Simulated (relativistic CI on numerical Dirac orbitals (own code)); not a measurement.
# Os²⁺: resonant inelastic scattering at the L2,3 edge

Computed with this model: Dirac-Coulomb-Breit CI, orbitals from a KLI potential per configuration, QED by a radiative potential, Kramers-Heisenberg scattering through one core-hole configuration in a parametric crystal field, unscaled Slater integrals; configurations [Xe] 4f14 5d6 → [He] 2s2 2p5 3s2 3p6 3d10 4s2 4p6 4d10 4f14 5s2 5p6 5d7; 10 K; core-hole width 3 eV; summed over polarisations. Incident energies are the highest absorption maxima for each field (at most a few, so the weaker spin-orbit partner edge can be absent), on the computed scale of the free ion. Intensities are in per cent of the strongest line above 0.02 eV; levels within 1 cm⁻¹ are merged; final levels count from the ground level, the first row holds all elastic scattering, lines under 0.4 are left out and each table stops after 24 rows. The scale of the Slater integrals is a model choice and moves the terms in proportion.

Field parameters in Wybourne normalisation: D3d B²₀ = −7Dσ, B⁴₀ = −14Dq − 21Dτ, B⁴₃ = −14√(10/7) Dq; D4h B²₀ = −7Ds, B⁴₀ = 21(Dq − Dt), B⁴₄ = 21√(5/14) Dq; Td as Oh with Dq negative (B⁴₀ = 21Dq, B⁴₄ = √(5/14) B⁴₀). The field is a parameter set, without covalency.

S is read from ⟨S²⟩ = S(S + 1).

D3d, 10Dq = 33750, Dσ = -360, Dτ = 400 cm⁻¹:

| Final level (eV) | Degeneracy | Irrep | S | 10872.2 eV | 12387.1 eV |
| --- | --- | --- | --- | --- | --- |
| 0.000 | 1 | A1 | 0.11 | 697.1 | 46.9 |
| 3.072 | 2 | E | 1.04 | 8.2 | 3.6 |
| 3.135 | 2 | E | 1.03 | 12.9 | 1.1 |
| 3.145 | 1 | A1 | 1.02 | 4.1 | 0.5 |
| 3.278 | 2 | E | 1.03 | 35.9 | 0.9 |
| 3.348 | 1 | A2 | 0.99 | 27.0 | 0.0 |
| 3.629 | 1 | A1 | 1.06 | 46.7 | 26.4 |
| 3.749 | 1 | A2 | 0.93 | 56.9 | 0.5 |
| 3.877 | 2 | E | 0.94 | 100.0 | 5.4 |
| 4.060 | 2 | E | 0.96 | 51.1 | 22.2 |
| 4.241 | 2 | E | 1.06 | 32.4 | 17.4 |
| 4.267 | 1 | A1 | 1.06 | 21.0 | 9.9 |
| 4.325 | 1 | A2 | 0.66 | 24.5 | 12.7 |
| 4.391 | 1 | A2 | 0.86 | 6.8 | 9.9 |
| 4.421 | 2 | E | 0.50 | 65.4 | 46.8 |
| 5.184 | 1 | A1 | 1.93 | 0.6 | 0.1 |
| 5.194 | 2 | E | 1.94 | 0.5 | 0.2 |
| 5.405 | 1 | A1 | 0.15 | 26.8 | 4.6 |
| 5.654 | 2 | E | 0.21 | 60.1 | 9.5 |
| 5.710 | 2 | E | 1.93 | 0.9 | 0.2 |
| 7.901 | 2 |  | 0.99 | 0.5 | 0.1 |
| 7.970 | 1 |  | 1.05 | 0.5 | 0.0 |

D4h, 10Dq = 14400, Ds = 1950, Dt = 490 cm⁻¹:

```
Final level (eV)  Degeneracy  Irrep     S  10870.6 eV
           0.000           1     B1  1.66      1477.0
           0.053           1     A1  1.46        54.8
           0.086           2      E  1.70       100.0
           0.119           1     B2  1.82        24.2
           0.205           2      E  1.94        20.8
           0.447           1     A1  1.66        17.6
           0.478           1     A2  1.87        47.2
           0.509           2      E  1.84         2.1
           0.624           1     A2  1.85         2.4
           0.757           2      E  1.80        49.5
           0.901           1     A1  1.49         0.4
           0.922           1     B1  1.41        47.9
           1.026           2      E  1.40        15.0
           1.186           1     A1  1.55         4.4
           1.204           1     B2  1.74         2.8
           1.242           1     B1  1.29        25.9
           1.294           2      E  1.60        25.9
           1.385           1     B2  1.76         0.6
           1.397           1     B1  1.66         9.2
           1.436           2      E  1.41        11.2
           1.512           1     A1  1.25         1.0
           1.762           2      E  0.94        13.6
           1.904           1     A1  1.08        33.1
           1.919           1     A2  0.93         0.8
```

Td, 10Dq = -12150 cm⁻¹:

| Final level (eV) | Degeneracy | Irrep | S | 10871.3 eV | 12386 eV |
| --- | --- | --- | --- | --- | --- |
| 0.000 | 1 | A1 | 1.87 | 647.2 | 29.0 |
| 0.017 | 2 | E | 1.81 | 65.8 | 6.1 |
| 0.040 | 3 | T1 | 1.88 | 100.0 | 5.0 |
| 0.121 | 3 | T2 | 1.83 | 0.6 | 1.4 |
| 0.925 | 3 | T2 | 1.19 | 1.9 | 0.4 |
| 1.059 | 2 | E | 1.25 | 1.5 | 0.9 |
| 1.244 | 3 | T2 | 1.61 | 21.9 | 4.7 |
| 1.328 | 3 | T1 | 1.14 | 13.6 | 0.7 |
| 1.337 | 1 | A1 | 1.10 | 14.5 | 1.5 |
| 1.440 | 2 | E | 1.55 | 4.7 | 0.3 |
| 1.597 | 3 | T1 | 1.86 | 27.7 | 17.2 |
| 1.653 | 3 | T2 | 1.55 | 16.0 | 16.8 |
| 1.805 | 1 | A1 | 1.77 | 1.8 | 1.5 |
| 1.827 | 3 | T1 | 1.84 | 30.5 | 2.2 |
| 2.047 | 3 | T2 | 1.39 | 19.3 | 7.6 |
| 2.077 | 2 | E | 1.02 | 2.5 | 5.2 |
| 2.261 | 3 | T1 | 0.98 | 5.4 | 11.8 |
| 2.328 | 2 | E | 1.06 | 0.9 | 0.7 |
| 2.331 | 3 | T2 | 1.10 | 5.0 | 0.1 |
| 2.500 | 3 | T2 | 1.04 | 1.5 | 0.9 |
| 2.617 | 3 | T1 | 1.00 | 11.7 | 18.3 |
| 2.674 | 3 | T1 | 1.06 | 15.6 | 10.8 |
| 2.690 | 3 | T2 | 0.93 | 14.7 | 1.3 |
| 2.759 | 1 | A1 | 0.86 | 14.1 | 6.1 |

For the first field the strongest loss at the lowest incident energy is the level at 3.88 eV (S = 0.94, against 0.11 in the thermal ground state). Levels of other spin, the first over 8 % at 3.07 eV, appear because spin-orbit coupling of the core hole, and in heavier ions of the valence shell too, mixes spins.
